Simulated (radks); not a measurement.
The thallium ion Tl13+, configuration [Xe] 4f14 (the NIST ground configuration). All-electron calculation, Dirac Kohn-Sham, PBE, spin-unpolarised, spherical densities, point nucleus. Program: a radial shooting solver on a logarithmic mesh with Libxc functionals. Some entries of the table are withheld. Estimate them.

| orbital | occ. | eigenvalue (Ry) | <r> (bohr) | <1/r> (bohr^-1) |
|---|---|---|---|---|
| 1s1/2 | 2 | -6301.899 | 0.01631 | 99.55 |
| 2s1/2 | 2 | (1) | 0.06804 | 24.56 |
| 2p1/2 | 2 | -1091.276 | 0.05589 | 24.49 |
| 2p3/2 | 4 | -939.4180 | 0.06468 | 19.69 |
| 3s1/2 | 2 | -284.9882 | (2) | 9.009 |
| 3p1/2 | 2 | -264.7531 | 0.1673 | 8.917 |
| 3p3/2 | 4 | -230.9664 | 0.1834 | 7.661 |
| 3d3/2 | 4 | -197.6934 | 0.1594 | 7.561 |
| 3d5/2 | 6 | -190.4750 | 0.1643 | 7.280 |
| 4s1/2 | 2 | -77.51346 | 0.3909 | 3.825 |
| 4p1/2 | 2 | -68.79336 | 0.3924 | 3.715 |
| 4p3/2 | 4 | -60.55069 | 0.4264 | 3.282 |
| 4d3/2 | 4 | -46.33999 | 0.4315 | (3) |
| 4d5/2 | 6 | -44.79618 | 0.4424 | (4) |
| 5s1/2 | 2 | -26.58919 | (5) | 1.658 |
| 4f5/2 | 6 | -26.40754 | 0.4560 | 2.656 |
| 4f7/2 | 8 | -26.06041 | 0.4619 | 2.619 |
| 5p1/2 | 2 | -23.45793 | 0.8776 | 1.561 |
| 5p3/2 | 4 | -21.64572 | 0.9422 | 1.423 |
| 5d3/2 | 0 | -16.88280 | 1.052 | 1.250 |
| 5d5/2 | 0 | -16.58561 | 1.072 | 1.224 |
| 6s1/2 | 0 | -13.19332 | 1.554 | (6) |

Answer. 
(1) 2s1/2 eigenvalue (Ry): -1136.273
(2) 3s1/2 <r> (bohr): 0.1769
(3) 4d3/2 <1/r> (bohr^-1): 3.086
(4) 4d5/2 <1/r> (bohr^-1): 2.988
(5) 5s1/2 <r> (bohr): 0.8366
(6) 6s1/2 <1/r> (bohr^-1): 0.8765
